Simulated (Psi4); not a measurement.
H3B3O3, triplet, at a GFN2-xTB geometry (a higher spin typed on purpose: for a closed-shell molecule this is an excited state); Psi4 with HF/def2-SVP.

Psi4 was given this input:
```
memory 2 GB

molecule mol {
0 3
B    -0.579297    1.234690    0.548000
O    -1.391448   -0.011194    0.253351
B    -0.712762   -1.079500   -0.103568
O     0.612727   -1.178703   -0.332190
B     1.379527    0.029749   -0.325058
O     0.727033    1.071838    0.119027
H    -1.172806    2.106937   -0.042589
H    -1.347548   -2.079495   -0.215197
H     2.496513   -0.007675   -0.660589
}

set {
  basis def2-svp
  reference uhf
  level_shift 0.3
}

energy('scf')
print_variables()
```

Output, abridged:

```
   => Loading Basis Set <=

    Name: DEF2-SVP
    Role: ORBITAL
    Keyword: BASIS

         ---------------------------------------------------------
                                   SCF
               by Justin Turney, Rob Parrish, Andy Simmonett
                          and Daniel G. A. Smith
                              UHF Reference
         ---------------------------------------------------------

  ==> Geometry <==

    Molecular point group: c1
    Full point group: C1

    Geometry (in Angstrom), charge = 0, multiplicity = 3:

       Center              X                  Y                   Z               Mass
    ------------   -----------------  -----------------  -----------------  -----------------
         B           -0.580632011632     1.232695286937     0.535725909427    11.009305360000
         O           -1.392783011632    -0.013188713063     0.241076909427    15.994914619570
         B           -0.714097011632    -1.081494713063    -0.115842090573    11.009305360000
         O            0.611391988368    -1.180697713063    -0.344464090573    15.994914619570
         B            1.378191988368     0.027754286937    -0.337332090573    11.009305360000
         O            0.725697988368     1.069843286937     0.106752909427    15.994914619570
         H           -1.174141011632     2.104942286937    -0.054863090573     1.007825032230
         H           -1.348883011632    -2.081489713063    -0.227471090573     1.007825032230
         H            2.495177988368    -0.009669713063    -0.672863090573     1.007825032230

  Running in c1 symmetry.

  Rotational constants: A =      0.20161  B =      0.18825  C =      0.09833 [cm^-1]
  Rotational constants: A =   6044.08770  B =   5643.48024  C =   2947.95117 [MHz]
  Nuclear repulsion =  201.361099794487615

  Charge       = 0
  Multiplicity = 3
  Electrons    = 42
  Nalpha       = 22
  Nbeta        = 20

  ==> Algorithm <==

  SCF Algorithm Type is DF.
  DIIS enabled.
  MOM disabled.
  Fractional occupation disabled.
  Guess Type is SAD.
  Energy threshold   = 1.00e-06
  Density threshold  = 1.00e-06
  Integral threshold = 1.00e-12

  ==> Primary Basis <==

  Basis Set: DEF2-SVP
    Blend: DEF2-SVP
    Number of shells: 45
    Number of basis functions: 99
    Number of Cartesian functions: 105
    Spherical Harmonics?: true
    Max angular momentum: 2

   => Loading Basis Set <=

    Name: (DEF2-SVP AUX)
    Role: JKFIT
    Keyword: DF_BASIS_SCF

  ==> Integral Setup <==

  SCF_SUBTYPE=INCORE selected. In-core MEM_DF algorithm will be used.
  Using in-core AOs.

  ==> MemDFJK: Density-Fitted J/K Matrices <==

    J tasked:                   Yes
    K tasked:                   Yes
    wK tasked:                   No
    Algorithm:                 Core
    Schwarz Cutoff:           1E-12
    Mask sparsity (%):       0.3061
    Fitting Condition:        1E-10

   => Auxiliary Basis Set <=

  Basis Set: (DEF2-SVP AUX)
    Blend: DEF2-UNIVERSAL-JKFIT
    Number of shells: 168
    Number of basis functions: 510
    Number of Cartesian functions: 606
    Spherical Harmonics?: true
    Max angular momentum: 4

  Minimum eigenvalue in the overlap matrix is 4.7860099141E-03.
  Reciprocal condition number of the overlap matrix is 8.2321771750E-04.
    Using symmetric orthogonalization.

  ==> Pre-Iterations <==

  SCF Guess: Superposition of Atomic Densities via on-the-fly atomic UHF (no occupation information).

   -------------------------
    Irrep   Nso     Nmo
   -------------------------
     A         99      99
   -------------------------
    Total      99      99
   -------------------------

  ==> Iterations <==

                           Total Energy        Delta E     RMS |[F,P]|

   @DF-UHF iter SAD:  -299.09001729500619   -2.99090e+02   0.00000e+00
   @DF-UHF iter   1:  -300.03071035475045   -9.40693e-01   5.58471e-03 ADIIS/DIIS
   @DF-UHF iter   2:  -300.13269025931970   -1.01980e-01   3.65332e-03 ADIIS/DIIS
   @DF-UHF iter   3:  -300.18428602641399   -5.15958e-02   6.17761e-04 ADIIS/DIIS
   @DF-UHF iter   4:  -300.19334916669044   -9.06314e-03   3.79220e-04 ADIIS/DIIS
   @DF-UHF iter   5:  -300.19727153420661   -3.92237e-03   2.96592e-04 ADIIS/DIIS
   @DF-UHF iter   6:  -300.20113867153748   -3.86714e-03   1.91064e-04 ADIIS/DIIS
   @DF-UHF iter   7:  -300.20327117828958   -2.13251e-03   1.27750e-04 ADIIS/DIIS
   @DF-UHF iter   8:  -300.20418158761584   -9.10409e-04   1.00097e-04 ADIIS/DIIS
   @DF-UHF iter   9:  -300.20488972778628   -7.08140e-04   8.19827e-05 DIIS
   @DF-UHF iter  10:  -300.20549610306034   -6.06375e-04   7.22504e-05 DIIS
   @DF-UHF iter  11:  -300.20576093937353   -2.64836e-04   6.82249e-05 DIIS
   @DF-UHF iter  12:  -300.20594475313806   -1.83814e-04   6.56893e-05 DIIS
   @DF-UHF iter  13:  -300.20642482968043   -4.80077e-04   7.18676e-05 DIIS
   @DF-UHF iter  14:  -300.20647332502864   -4.84953e-05   7.05871e-05 DIIS
   @DF-UHF iter  15:  -300.20690495069573   -4.31626e-04   6.40690e-05 DIIS
   @DF-UHF iter  16:  -300.20748805497226   -5.83104e-04   3.49319e-05 DIIS
   @DF-UHF iter  17:  -300.20746028723914    2.77677e-05   2.87352e-05 DIIS
   @DF-UHF iter  18:  -300.20747946841510   -1.91812e-05   3.32424e-05 DIIS
   @DF-UHF iter  19:  -300.20750846310608   -2.89947e-05   2.01256e-05 DIIS
   @DF-UHF iter  20:  -300.20751988843602   -1.14253e-05   4.72265e-06 DIIS
   @DF-UHF iter  21:  -300.20752036746848   -4.79032e-07   9.47152e-07 DIIS
  Energy and wave function converged.

  ==> Post-Iterations <==

   @Spin Contamination Metric:   1.185955420E-02
   @S^2 Expected:                2.000000000E+00
   @S^2 Observed:                2.011859554E+00
   @S   Expected:                1.000000000E+00
   @S   Observed:                1.000000000E+00

    Orbital Energies [Eh]
    ---------------------

    Alpha Occupied:

[...]
      22A     -0.327815

    Alpha Virtual:

[...]
    Beta Occupied:

[...]
    Beta Virtual:

[...]
      99A      4.012389

    Final Occupation by Irrep:
              A
    DOCC [    20 ]
    SOCC [     2 ]
    NA   [    22 ]
    NB   [    20 ]

  @DF-UHF Final Energy:  -300.20752036746848

   => Energetics <=

    Nuclear Repulsion Energy =            201.3610997944876146
    One-Electron Energy =                -810.5126020794059514
    Two-Electron Energy =                 308.9439819174498894
    Total Energy =                       -300.2075203674684758

  UHF NO Occupations:
  HONO-2 :   20  A 1.9962640
  HONO-1 :   21  A 1.0000000
  HONO-0 :   22  A 1.0000000
  LUNO+0 :   23  A 0.0037360
  LUNO+1 :   24  A 0.0010117
  LUNO+2 :   25  A 0.0005263
  LUNO+3 :   26  A 0.0002230

Computation Completed

Properties will be evaluated at   0.000000,   0.000000,   0.000000 [a0]

Properties computed using the SCF density matrix

 Multipole Moments:

 ------------------------------------------------------------------------------------
     Multipole            Electronic (a.u.)      Nuclear  (a.u.)        Total (a.u.)
 ------------------------------------------------------------------------------------

 L = 1.  Multiply by 2.5417464519 to convert [e a0] to [Debye]
 Dipole X            :          0.0145188           -0.1059673           -0.0914485
 Dipole Y            :          1.2823413           -0.1583363            1.1240050
 Dipole Z            :          0.5975539           -0.9741780           -0.3766241
 Magnitude           :                                                    1.1889474

 ------------------------------------------------------------------------------------

  Variable Map:
  ----------------------------------------------------------------------------
[...]
  Array Variable Map:
  ----------------------------------------------------------------------------
[...]
[...]
```
